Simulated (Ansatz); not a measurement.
Ga₂H⁻, relaxed as a triplet with UKS r2SCAN-D4/def2-TZVPD in Ansatz, starting from the r2SCAN-D4/def2-TZVPD geometry of the charge -1 singlet. Force threshold 0.02 eV/Å.

The highest occupied level of the charge -1 triplet lies above zero (up to 0.68 eV). The electron is either unbound and held by the finite basis, or the level is raised by self-interaction error. The structure comes from a short search, and lower isomers may exist.

Start:

```tsv
atom	x (Å)	y (Å)	z (Å)
Ga1	0.109	0.112	-0.266
Ga2	-0.062	-1.408	1.655
H3	-0.047	1.296	-1.389
```

**Question.** Estimate the energy that the relaxation releases and the steps that it takes.

**Answer.** 0.4 kJ/mol, in 6 steps; 9 s on 4 threads of Arm Neoverse V2 on a shared host. The force fell under the threshold at step 3, but the optimiser went on. No frequencies were taken in this run, so the end may be a saddle point.

**Question.** Does the start keep its bonding?

**Answer.** By distances, no bond broke or formed. The bond that changes most is Ga1–Ga2, from 2.46 to 2.43 Å (atoms count from 1).

**Question.** Predict the relaxed structure.

**Answer.** 
```xyz
3

Ga    0.0040    0.1722   -0.1977
Ga   -0.0195   -1.4326    1.6268
H     0.0155    1.2603   -1.4291
```
Bond lengths (bridged metal pairs left out): 1 × Ga–Ga 2.43 Å; 1 × Ga–H 1.64 Å.
